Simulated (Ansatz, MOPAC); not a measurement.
Species: C2H6FSi, charge 0, multiplicity 2. SMILES: C[Si](C)F

Atoms: C1, Si2, C3, F4, H5, H6, H7, H8, H9, H10. Bonds: C1-Si2, C1-H5, C1-H6, C1-H7, Si2-C3, Si2-F4, C3-H8, C3-H9, C3-H10.

Bond lengths (Å) and angles (degrees) optimised at AM1 with MOPAC; PM7 with MOPAC; HF/6-31G* with Ansatz (a program for electronic structure); PBE/6-31G* with Ansatz, each started from the B3LYP-D3(BJ)/def2-TZVP structure (Ansatz) of the last column. A row stands for all coordinates that are equal there; 10 of 12 kinds are shown. 6-31G* holds six Cartesian d functions. No wavenumbers were computed at PBE/6-31G*, so these may be saddle points.

```json
[
 {"coordinate": "C1-Si2", "AM1": "1.797", "PM7": "1.817", "HF/6-31G*": "1.884", "PBE/6-31G*": "1.895", "B3LYP-D3(BJ)/def2-TZVP": "1.876"},
 {"coordinate": "C1-H5", "AM1": "1.116", "PM7": "1.112", "HF/6-31G*": "1.085", "PBE/6-31G*": "1.102", "B3LYP-D3(BJ)/def2-TZVP": "1.090"},
 {"coordinate": "C1-H6", "AM1": "1.116", "PM7": "1.111", "HF/6-31G*": "1.088", "PBE/6-31G*": "1.106", "B3LYP-D3(BJ)/def2-TZVP": "1.095"},
 {"coordinate": "C1-H7", "AM1": "1.116", "PM7": "1.109", "HF/6-31G*": "1.087", "PBE/6-31G*": "1.104", "B3LYP-D3(BJ)/def2-TZVP": "1.092"},
 {"coordinate": "Si2-F4", "AM1": "1.618", "PM7": "1.557", "HF/6-31G*": "1.609", "PBE/6-31G*": "1.643", "B3LYP-D3(BJ)/def2-TZVP": "1.622"},
 {"coordinate": "C1-Si2-C3", "AM1": "116.0", "PM7": "123.8", "HF/6-31G*": "111.6", "PBE/6-31G*": "110.8", "B3LYP-D3(BJ)/def2-TZVP": "111.9"},
 {"coordinate": "C1-Si2-F4", "AM1": "113.6", "PM7": "118.0", "HF/6-31G*": "108.1", "PBE/6-31G*": "108.5", "B3LYP-D3(BJ)/def2-TZVP": "107.2"},
 {"coordinate": "Si2-C1-H5", "AM1": "111.5", "PM7": "111.5", "HF/6-31G*": "111.7", "PBE/6-31G*": "111.8", "B3LYP-D3(BJ)/def2-TZVP": "111.5"},
 {"coordinate": "Si2-C1-H6", "AM1": "112.5", "PM7": "112.6", "HF/6-31G*": "110.9", "PBE/6-31G*": "110.7", "B3LYP-D3(BJ)/def2-TZVP": "109.8"},
 {"coordinate": "Si2-C1-H7", "AM1": "111.6", "PM7": "112.9", "HF/6-31G*": "110.5", "PBE/6-31G*": "109.8", "B3LYP-D3(BJ)/def2-TZVP": "110.5"}
]
```

Mean signed difference of all 9 bond lengths from B3LYP-D3(BJ)/def2-TZVP: AM1 -0.002 Å, PM7 -0.008 Å, HF/6-31G* -0.003 Å, PBE/6-31G* 0.014 Å.
